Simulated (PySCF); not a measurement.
## Electric field gradients and quadrupole coupling constants

Compound: C4H9FO3Si.
Geometry (GFN2-xTB, Å), atoms numbered from 1 in this order:
```
atom  x, y, z in Å
C1    -3.3756   -1.0412   -0.4598
O2    -1.9813   -0.9007   -0.4846
Si3   -1.1189    0.4411   -0.2489
O4    -1.5457    1.1099    1.1700
C5     0.6879   -0.1508   -0.2038
O6     1.4220    0.9742    0.2730
C7     2.7602    0.8505    0.3625
C8     3.5000   -0.2099    0.0710
F9     4.8426   -0.1447    0.2264
H10   -3.7868   -0.6256    0.4604
H11   -3.8237   -0.5233   -1.3097
H12   -3.6052   -2.1050   -0.5184
H13   -1.3069    1.4274   -1.3141
H14   -0.9802    1.7534    1.5892
H15    1.0565   -0.4361   -1.1913
H16    0.8454   -1.0025    0.4648
H17    3.2208    1.7610    0.7213
H18    3.1802   -1.1714   -0.2930
```

Field gradients from the PBE0/pcSseg-1 density (PySCF, non-relativistic), principal values in atomic units, ordered |Vxx| ≤ |Vyy| ≤ |Vzz|:

```csv
atom,Vxx,Vyy,Vzz
O2,-0.5511,-1.1708,1.7219
O4,-0.3640,-1.1490,1.5129
O6,-0.2541,-1.6487,1.9028
```

Problem. Find the asymmetry η = (Vxx − Vyy)/Vzz and the couplings χ = eQV/h (234.96 MHz × Q in barn × V in au), with Q(17O) = −0.0256 b.

Solution. 
| atom | environment | nucleus | η | χzz (MHz) | χxx (MHz) | χyy (MHz) |
| --- | --- | --- | --- | --- | --- | --- |
| O2 | silyl ether oxygen | 17O | 0.36 | -10.36 | 3.31 | 7.04 |
| O4 | silanol oxygen | 17O | 0.52 | -9.10 | 2.19 | 6.91 |
| O6 | ether oxygen | 17O | 0.73 | -11.45 | 1.53 | 9.92 |

Problem. What is Vzz at O6 in SI units (1 au = 9.71736 × 10²¹ V/m²)?

Solution. 1.9028 au = 18.490 × 10²¹ V/m².

Problem. And the gradient at the other heavy atoms, for which no coupling is worked out here?

Solution. 
```json
{"atom": "C1", "environment": "methoxy carbon", "Vzz (au)": "0.441", "η": "0.04"}
{"atom": "Si3", "environment": "oxygen-bound silicon", "Vzz (au)": "-0.323", "η": "0.57"}
{"atom": "C5", "environment": "sp3 carbon bound to oxygen", "Vzz (au)": "0.487", "η": "0.33"}
{"atom": "C7", "environment": "vinylic carbon bearing oxygen", "Vzz (au)": "-0.302", "η": "0.41"}
{"atom": "C8", "environment": "vinylic C–F carbon", "Vzz (au)": "0.470", "η": "0.50"}
{"atom": "F9", "environment": "vinyl fluorine", "Vzz (au)": "3.090", "η": "0.06"}
```

Problem. What couplings would deuterons (Q(2H) = 0.00286 b) have in place of the hydrogens, at this geometry?

Solution. 
```json
{"atom": "H10", "bonded to": "C1", "bond length (Å)": "1.090", "Vzz (au)": "0.2980", "η": "0.08", "χzz (kHz)": "200"}
{"atom": "H11", "bonded to": "C1", "bond length (Å)": "1.091", "Vzz (au)": "0.2989", "η": "0.08", "χzz (kHz)": "201"}
{"atom": "H12", "bonded to": "C1", "bond length (Å)": "1.090", "Vzz (au)": "0.3024", "η": "0.07", "χzz (kHz)": "203"}
{"atom": "H13", "bonded to": "Si3", "bond length (Å)": "1.464", "Vzz (au)": "0.1569", "η": "0.02", "χzz (kHz)": "105"}
{"atom": "H14", "bonded to": "O4", "bond length (Å)": "0.954", "Vzz (au)": "0.5108", "η": "0.06", "χzz (kHz)": "343"}
{"atom": "H15", "bonded to": "C5", "bond length (Å)": "1.092", "Vzz (au)": "0.3003", "η": "0.08", "χzz (kHz)": "202"}
{"atom": "H16", "bonded to": "C5", "bond length (Å)": "1.094", "Vzz (au)": "0.2971", "η": "0.08", "χzz (kHz)": "200"}
{"atom": "H17", "bonded to": "C7", "bond length (Å)": "1.082", "Vzz (au)": "0.3197", "η": "0.11", "χzz (kHz)": "215"}
{"atom": "H18", "bonded to": "C8", "bond length (Å)": "1.077", "Vzz (au)": "0.3296", "η": "0.14", "χzz (kHz)": "221"}
```

Isolated species at its GFN2-xTB geometry (one conformer only). GFN2-xTB bond lengths can be off by several hundredths of an ångström, more for odd bonds, and the gradients follow them. With so small a basis the couplings can be 20 % off.

These values come from a run that also computed NMR shieldings. Hardware: one thread, Arm Neoverse V1 (aarch64), shared host. Cost: 43 s wall, 0.91 GiB resident at most.
